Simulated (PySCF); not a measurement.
B(F)(Cl)(OH) (BClFHO), SMILES OB(F)Cl.

Geometry optimised at B3LYP-D3(BJ)/def2-SVP. The values are those of a single conformer.

Vertical ionisation energy (IE) and electron affinity (EA) in eV. Rows of orbital energies are one-electron estimates. Where ΔSCF, EOM or ADC give a negative EA the extra electron is unbound and the value depends on the basis.

```csv
level,IE,EA
"−ε(HOMO), −ε(LUMO), HF/def2-TZVPD (PySCF)",?,?
ADC(2)/aug-cc-pVDZ (PySCF),11.84,-0.59
```

What belongs in the gaps? (Estimate from the structure and the level; the computed values follow.)


- −ε(HOMO), −ε(LUMO), HF/def2-TZVPD (PySCF), IE: 12.96
- −ε(HOMO), −ε(LUMO), HF/def2-TZVPD (PySCF), EA: -1.06

Beyond the first one, list the lowest photoelectron lines from ADC(2)/aug-cc-pVDZ in PySCF with their pole strengths (two spins summed). (An estimate is asked for; the answer gives what the named calculation found.)

11.96 eV (1.81), 13.14 eV (1.77), 13.26 eV (1.75), 14.04 eV (1.80), 15.90 eV (1.76).
